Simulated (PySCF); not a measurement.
Compound: C2H8Ge2.
Geometry (PBE0-D3(BJ)/def2-SVP, Å), atoms numbered from 1 in this order:
```
atom  x, y, z in Å
C1     1.5254   -1.2297    0.2574
C2     1.5247    0.0291    0.7029
Ge3    0.0481    1.2733    0.4743
Ge4   -1.8514    0.1876   -0.5602
H5     2.3830   -1.8954    0.4071
H6     0.6725   -1.6621   -0.2785
H7     2.4117    0.3993    1.2329
H8     0.5040    2.4662   -0.3938
H9    -0.3614    1.8461    1.8481
H10   -1.4849   -0.3667   -1.9502
H11   -3.0040    1.1948   -0.7299
H12   -2.3533   -0.9832    0.3062
```

All values: PBE0/def2-SVPD (PySCF, non-relativistic), on one gas-phase PBE0-D3(BJ)/def2-SVP geometry that isn't relaxed in the solvent. The solvent is an IEF-PCM continuum (van der Waals radii × 1.2), and excitations are vertical TDDFT with non-equilibrium linear response and a frozen core. The model holds no explicit solvent molecules, cavitation or dispersion. Spin–orbit coupling is left out although an atom past zinc is present.

Gas-phase singlets (H = HOMO, L = LUMO):

| state | E (eV) | λ (nm) | f | leading configurations |
| --- | --- | --- | --- | --- |
| S1 | 6.303 | 197 | 0.002 | H-1→L 62%, H→L 26%, H-2→L 10% |
| S2 | 6.916 | 179 | 0.013 | H-2→L 72%, H→L 10% |
| S3 | 7.029 | 176 | 0.194 | H→L+1 35%, H→L 31%, H-1→L 18% |
| S4 | 7.085 | 175 | 0.002 | H→L+2 76%, H→L+3 8% |
| S5 | 7.171 | 173 | 0.038 | H→L+1 47%, H-1→L+1 38% |

**Question.** How does the list change in tetrahydrofuran (ε = 7.426)?

**Answer.** 
| state | E (eV) | λ (nm) | f | leading configurations | change by rank (eV) |
| --- | --- | --- | --- | --- | --- |
| S1 | 6.282 | 197 | 0.003 | H-1→L 54%, H→L 33%, H-2→L 11% | -0.021 |
| S2 | 6.887 | 180 | 0.096 | H-2→L 58%, H→L 27% | -0.029 |
| S3 | 6.946 | 178 | 0.248 | H-1→L 30%, H-2→L 20%, H→L 19% | -0.083 |
| S4 | 7.079 | 175 | 0.003 | H→L+2 79% | -0.006 |
| S5 | 7.156 | 173 | 0.057 | H→L+1 59%, H-1→L+2 19%, H-1→L+1 9% | -0.015 |

**Question.** How does the list change in acetone (ε = 20.49)?

**Answer.** 
| state | E (eV) | λ (nm) | f | leading configurations | change by rank (eV) |
| --- | --- | --- | --- | --- | --- |
| S1 | 6.278 | 197 | 0.003 | H-1→L 52%, H→L 35%, H-2→L 11% | -0.025 |
| S2 | 6.888 | 180 | 0.070 | H-2→L 63%, H→L 23% | -0.028 |
| S3 | 6.954 | 178 | 0.264 | H-1→L 31%, H→L 21%, H→L+1 20% | -0.075 |
| S4 | 7.083 | 175 | 0.003 | H→L+2 79% | -0.002 |
| S5 | 7.161 | 173 | 0.052 | H→L+1 53%, H-1→L+2 25% | -0.010 |

**Question.** How do the frontier levels move from gas to acetone?

**Answer.** 
```json
{"orbital": "LUMO+2", "gas (eV)": "0.31", "solvent (eV)": "0.40", "change (eV)": "+0.09", "Löwdin shares, gas": "Ge3 31 %, Ge4 19 %, C1 8 %, H9 8 %", "Löwdin shares, solvent": "Ge3 32 %, Ge4 19 %, H9 8 %, H8 8 %"}
{"orbital": "LUMO+1", "gas (eV)": "0.14", "solvent (eV)": "0.23", "change (eV)": "+0.09", "Löwdin shares, gas": "Ge4 35 %, Ge3 16 %, H12 11 %, H10 11 %", "Löwdin shares, solvent": "Ge4 36 %, Ge3 16 %, H12 12 %, H10 11 %"}
{"orbital": "LUMO", "gas (eV)": "-0.42", "solvent (eV)": "-0.32", "change (eV)": "+0.10", "Löwdin shares, gas": "C1 37 %, C2 33 %, Ge3 9 %, H5 5 %", "Löwdin shares, solvent": "C1 37 %, C2 32 %, Ge3 9 %, H5 5 %"}
{"orbital": "HOMO", "gas (eV)": "-7.95", "solvent (eV)": "-7.86", "change (eV)": "+0.09", "Löwdin shares, gas": "C2 29 %, C1 27 %, Ge3 15 %, Ge4 9 %", "Löwdin shares, solvent": "C2 26 %, C1 24 %, Ge3 17 %, Ge4 12 %"}
{"orbital": "HOMO-1", "gas (eV)": "-8.05", "solvent (eV)": "-7.95", "change (eV)": "+0.10", "Löwdin shares, gas": "Ge3 24 %, Ge4 24 %, C2 17 %, C1 10 %", "Löwdin shares, solvent": "Ge3 22 %, Ge4 20 %, C2 20 %, C1 14 %"}
{"orbital": "HOMO-2", "gas (eV)": "-8.90", "solvent (eV)": "-8.77", "change (eV)": "+0.13", "Löwdin shares, gas": "C2 24 %, Ge3 24 %, C1 14 %, H9 8 %", "Löwdin shares, solvent": "Ge3 24 %, C2 24 %, C1 14 %, H9 8 %"}
{"orbital": "HOMO-3", "gas (eV)": "-9.31", "solvent (eV)": "-9.23", "change (eV)": "+0.08", "Löwdin shares, gas": "Ge4 28 %, H12 16 %, H10 16 %, Ge3 16 %", "Löwdin shares, solvent": "Ge4 28 %, H12 16 %, H10 16 %, Ge3 15 %"}
```

The HOMO–LUMO gap goes from 7.53 to 7.54 eV.
